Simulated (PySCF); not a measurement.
IIn (SMILES [In][I]), singlet, geometry from GFN2-xTB (such geometries of metal compounds can be far from the true shape) (core potentials on I, In); PBE0/def2-SVP, TDA (PySCF).

The PySCF input:
```python
from pyscf import gto, scf, dft, tdscf

mol = gto.M(
    atom='''
In   -0.000000   -0.000000   -1.449299
I     0.000000    0.000000    1.339918
''',
    basis='def2-svp',
    ecp={'I': 'def2-svp', 'In': 'def2-svp'},
    charge=0,
    spin=0,
    verbose=3,
)

mf = dft.RKS(mol)
mf.xc = 'pbe0'
mf.kernel()
td = mf.TDA()
td.nstates = 15
td.kernel()
td.analyze(verbose=3)
```

What does PySCF print? Leave out banner, timings and long lists.


```
converged SCF energy = -487.927628410807
Excitation energies (eV)
[3.8997274  3.8997274  3.95367881 4.00775686 4.00775733 4.56867411
 5.7160623  5.7160623  6.92389506 7.99145611 7.99145611 9.15427675
 9.45664214 9.50757962 9.50757962]

** Singlet excitation energies and oscillator strengths **
Excited State   1:      3.89973 eV    317.93 nm  f=0.0522
Excited State   2:      3.89973 eV    317.93 nm  f=0.0522
Excited State   3:      3.95368 eV    313.59 nm  f=0.0000
Excited State   4:      4.00776 eV    309.36 nm  f=0.0000
Excited State   5:      4.00776 eV    309.36 nm  f=0.0000
Excited State   6:      4.56867 eV    271.38 nm  f=0.0231
Excited State   7:      5.71606 eV    216.90 nm  f=0.0147
Excited State   8:      5.71606 eV    216.90 nm  f=0.0147
Excited State   9:      6.92390 eV    179.07 nm  f=2.1682
Excited State  10:      7.99146 eV    155.15 nm  f=0.4547
Excited State  11:      7.99146 eV    155.15 nm  f=0.4547
Excited State  12:      9.15428 eV    135.44 nm  f=0.2263
Excited State  13:      9.45664 eV    131.11 nm  f=0.0157
Excited State  14:      9.50758 eV    130.41 nm  f=0.2868
Excited State  15:      9.50758 eV    130.41 nm  f=0.2868
```
